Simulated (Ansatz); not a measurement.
Molecule: 1,1,1,3,3-pentafluoropropane, C₃H₃F₅, charge 0, multiplicity 1. SMILES: FC(F)CC(F)(F)F
Geometry from a B3LYP-D3(BJ)/def2-TZVP (Ansatz, an electronic-structure program) optimisation:
```xyz
11

F     -2.3284    -1.2245    -0.0912
C     -1.3722    -0.2699    -0.3005
F     -1.8221     0.8865     0.2626
C     -0.0887    -0.7251     0.3642
C      1.1126     0.1319     0.0313
F      2.2281    -0.3907     0.5761
F      1.3124     0.2005    -1.3041
F      0.9955     1.3904     0.4820
H     -1.2827    -0.1104    -1.3762
H     -0.2282    -0.7322     1.4450
H      0.1315    -1.7393     0.0317
```

Property: vertical ionisation energy (to the doublet state of charge +1; each state is the SCF solution reached for its spin), in eV. Correlated levels leave the core frozen unless marked. Open shells are spin-unrestricted. No spin-orbit coupling. No relativistic terms. CBS(X,Y): correlation extrapolated as X^-3; Hartree-Fock from the larger set.

```
level                                program  vertical ionisation energy (eV)
-----------------------------------  -------  -------------------------------
RI-HF/aug-cc-pVTZ                     Ansatz                            13.28
PBE/def2-TZVPD                        Ansatz                            11.90
r2SCAN/def2-TZVPD                     Ansatz                            12.21
B3LYP/def2-TZVPD                      Ansatz                            12.70
PBE0/def2-TZVPD                       Ansatz                            12.71
BHLYP/def2-TZVPD                      Ansatz                            13.36
CAM-B3LYP/def2-TZVPD                  Ansatz                            13.05
wB97M-V/def2-TZVPD                    Ansatz                            12.98
wB97X-V/def2-TZVPD                    Ansatz                            13.00
B2PLYP/def2-TZVPD                     Ansatz                            12.90
RI-MP2/aug-cc-pVTZ                    Ansatz                            14.52
RI-MP2/aug-cc-pVQZ                    Ansatz                            14.60
RI-MP2/CBS(aug-cc-pVTZ,aug-cc-pVQZ)   Ansatz                            14.66
CCSD(T)/aug-cc-pVDZ                   Ansatz                            13.18
```
